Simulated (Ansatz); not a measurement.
Isolated molecules relaxed with PBE0-D4/def2-TZVP in Ansatz; ΔE leaves out vibrations. CCSD(T)/CBS adds triple-zeta CCSD(T) − MP2 to the extrapolated MP2 energy (def2 sets, frozen cores). This one scheme is used for every species. DFT in def2-TZVPP. B3LYP here is the variant with VWN-RPA as its local correlation; programs differ in this. For Br outer-core shells are correlated without core-valence functions, which leaves a few kJ/mol of doubt a bond. Scalar relativity is left out up to krypton. Each species was taken in one conformer, which may not be the lowest.

`CCCCC=O` + HBr → `O=CCCBr` + `CC`  (substitution at a C–C bond)

```tsv
level	ΔE (kJ/mol)
PBE-D4	11.7
r2SCAN-D4	13.5
B3LYP-D4	11.2
ωB97X-V	16.2
B2PLYP	9.4
CCSD/def2-TZVPP	16.3
HF/def2-QZVPP	9.3
MP2/CBS(def2)	13.0
```

Problem. What does CCSD(T)/CBS give? (Estimate.)

Solution. Ansatz gave: +14.9 kJ/mol. The listed levels differ from it by -3.2, -1.4, -3.7, 1.3, -5.5, 1.4, -5.6, -1.9 kJ/mol.

Largest T1 diagnostic among the species: 0.012.

From PBE to PBE0 (25 % exact exchange), in def2-TZVPP and without D4, ΔE moves by +3.9 kJ/mol. In def2-TZVPP, CCSD(T) changes the Hartree–Fock value by +7.0 kJ/mol (the triples alone add −0.3 kJ/mol) and MP2 by +5.0 kJ/mol.
